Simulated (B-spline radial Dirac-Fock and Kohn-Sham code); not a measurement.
**Auger decay of the M2 hole in Ga³⁺**

System: gallium as Ga³⁺ in the configuration [Ar] 3d10, inside a Watson sphere of charge -3 and radius 2.7 Å (a model of the Madelung potential; inside it an electron's potential energy is raised by 16.0 eV).

Model: independent-particle rates on relativistic LDA orbitals of the hole state (multipoles up to L = 3, Coulomb Auger matrix elements, transition energies from Dirac-Fock). Program: a radial B-spline solver. Kinetic energies are configuration averages from the vacuum level; the two-hole energies are estimated from single-hole states.

```
transition  kinetic energy (eV)  width (meV)  share (%)
   M2-M4M4                23.29          595       16.6
   M2-M4M5                23.38         2900       81.1
   M2-M5M5                24.08         82.9        2.3
```

Coster-Kronig rates are the weakest part of this model and often come out 1.5 to 2.5 times too large. Super-Coster-Kronig decay this fast strains the one-particle picture, and such widths tend to come out too large. The listed channels hold 100 % of the non-radiative rate. Summed by principal shells, of 3.58 eV in all: MMM 100.0 %.

Values without a named source are computed, but for edge energies of neutral atoms, which are taken from tables.
